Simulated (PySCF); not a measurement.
# Working out the ionisation energy of V+

V+ [Ar] 3d4 (5D) → V(2+) [Ar] 3d3 (4F). All numbers are calculated (PySCF 2.14, scalar relativity by spin-free X2C-1e, in x2c-TZVPPall (6s5p4d2f1g, 64 functions)). Frozen: [Ar]. Energies in hartree (1 hartree = 27.21139 eV):

| part | V+ (lower) | V(2+) (upper) |
| --- | --- | --- |
| UHF | -947.907190 | -947.422945 |
| CCSD correlation | -0.051289 | -0.020834 |
| (T) | -0.000851 | -0.000088 |

**Question.** What does Hartree-Fock give?

**Answer.** (-947.422945) − (-947.907190) = 0.484245 hartree = 13.177 eV.

**Question.** What do CCSD and CCSD(T) give?

**Answer.** The CCSD correlation energies differ by 0.030455 hartree = 0.829 eV and the triples by 0.000763 hartree = 0.021 eV, so CCSD gives 14.006 eV and CCSD(T) 14.027 eV.

A first-order spin-orbit estimate adds -0.016 eV to CCSD(T) (valence), giving 14.011 eV against 14.634 ± 0.007 eV (measured; NIST Atomic Spectra Database, ionization energies).

What remains against the reference includes basis incompleteness, the frozen core and higher excitations.
